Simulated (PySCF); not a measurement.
## Correlation energy of N(2+) (nitrogen, charge +2)

[He] 2s2 2p1, 2P determinant. Computed with PySCF 2.14 in ANO-RCC-VTZP (4s3p2d1f, 30 functions), with scalar relativity by spin-free X2C-1e. Frozen: 1s2; 3 electrons correlated.

| level | correlation energy (mhartree) |
| --- | --- |
| CCSD | -83.42 |
| (T) | -1.05 |
| CCSD(T) | -84.47 |
| CCSDT | -84.73 |
| FCI | -84.73 |

Diagnostics: T1 = 0.0069, D1 = 0.0133, largest double amplitude 0.137, weight of the Hartree-Fock determinant in FCI 0.9493 (11774 determinants).

Cost of the coupled-cluster step: roughly 0.3 core-seconds, for 3 correlated electrons.

Iterations:

```
CC2 = 0
CCSD nocc = (np.int64(2), np.int64(1)), nmo = (29, 29)
frozen orbitals [[0], [0]]
max_cycle = 100
direct = 0
conv_tol = 1e-08
conv_tol_normt = 1e-06
diis_space = 8
diis_start_cycle = 0
Init t2, MP2 energy = -0.056241048410838
Init E_corr(UCCSD) = -0.0562410484111674
cycle = 1  E_corr(UCCSD) = -0.0717898552478978  dE = -0.0155488068  norm(t1,t2) = 0.0512961
cycle = 2  E_corr(UCCSD) = -0.0778614710468246  dE = -0.0060716158  norm(t1,t2) = 0.0250706
cycle = 3  E_corr(UCCSD) = -0.0834862786195531  dE = -0.00562480757  norm(t1,t2) = 0.0128322
cycle = 4  E_corr(UCCSD) = -0.0833932192174634  dE = 9.30594021e-05  norm(t1,t2) = 0.00085561
cycle = 5  E_corr(UCCSD) = -0.0834292046779182  dE = -3.59854605e-05  norm(t1,t2) = 0.000121456
cycle = 6  E_corr(UCCSD) = -0.0834164641071354  dE = 1.27405708e-05  norm(t1,t2) = 2.58718e-05
cycle = 7  E_corr(UCCSD) = -0.0834199174106025  dE = -3.45330347e-06  norm(t1,t2) = 7.56676e-06
cycle = 8  E_corr(UCCSD) = -0.0834196888725022  dE = 2.285381e-07  norm(t1,t2) = 8.15599e-07
cycle = 9  E_corr(UCCSD) = -0.0834196379357662  dE = 5.0936736e-08  norm(t1,t2) = 1.35383e-07
cycle = 10  E_corr(UCCSD) = -0.0834196499589633  dE = -1.20231971e-08  norm(t1,t2) = 2.85972e-08
cycle = 11  E_corr(UCCSD) = -0.0834196482234087  dE = 1.73555463e-09  norm(t1,t2) = 9.17329e-09
UCCSD converged
E(UCCSD) = -52.93291618161462  E_corr = -0.08341964822340871
UCCSD(T) correction = -0.0010495473401959
```
